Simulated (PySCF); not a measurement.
# What a mistake does to a calculation on H5NSi2

These are calculations, not measurements. The program is PySCF 2.14.0, an open-source quantum chemistry code, run on an isolated molecule that a program drew, which may never have been made. The molecule is H5NSi2 (charge 0, singlet), drawn as the SMILES string `[SiH2]=N[SiH3]`.

Each row is a Hartree-Fock (HF) and frozen-core CCSD(T) single point in the cc-pV(D+d)Z basis, meant for a local HF minimum. Run 1 is clean. Each other run has one planted mistake out of seven kinds, and not every kind appears here: one electron removed, one electron added, multiplicity raised by two, geometry at a saddle point, minimal basis STO-3G, one bond length entered in bohr, all coordinates scaled. The reference is restricted for singlets and unrestricted otherwise, and also for a bond in bohr. Adding or removing an electron swaps singlet and doublet. Electrons count all cores. HOMO and LUMO are orbital energies over both spins, the gradient is its largest component, and the lowest frequency (negative if imaginary) is given only where the gradient is small. Bond lengths are over the 7 bonds as drawn. T1 is the CCSD diagnostic: over 0.02 (restricted) or 0.045 (unrestricted) a single reference is doubtful.

Geometry of the clean run:
```xyz
8
H5NSi2, angstrom
Si   -1.8653    2.0971   -1.9294
N    -1.3360    0.7062   -1.4862
Si   -0.5972   -0.8199   -1.5166
H    -2.5772    3.0129   -1.0236
H    -1.7382    2.6866   -3.2760
H     0.5146   -0.8779   -0.5359
H    -0.0296   -1.1719   -2.8456
H    -1.5761   -1.8777   -1.1642
```

```
run  electrons  basis functions  <S^2>  HOMO (eV)  LUMO (eV)  gradient (hartree/bohr)  lowest frequency (cm^-1)  mean bond (Å)  longest bond (Å)      T1  HF (hartree)  CCSD(T) (hartree)                 mistake
  1         40               85  0.000     -10.27       1.48                  1.6e-05                        60         1.5215             1.696  0.0175    -635.22065         -635.63843                no fault
  2         40               85  0.000     -10.55       1.73                  9.6e-02                         -         1.4196             1.582  0.0150    -635.17480         -635.58219  all coordinates scaled
  3         41               85  0.767      -0.04       8.50                  9.9e-02                         -         1.5215             1.696  0.0164    -635.19321         -635.62041      one electron added
  4         40               28  0.000      -6.68       7.42                  2.8e-02                         -         1.5215             1.696  0.0160    -627.77520         -627.97576                       ?
```

**Which mistake was planted in run 4, and what did it cost?**

It has 28 basis functions where the clean run has 85, with the same electrons and geometry. So the mistake is: minimal basis STO-3G. Subtracting run 1 and multiplying by 627.51 kcal/mol a hartree, the energy moved by 4672.1 kcal/mol in HF and 4808.4 kcal/mol in CCSD(T).

Cautions from the logs. Run 3: the added electron raises the CCSD(T) energy, so it isn't bound in this basis.
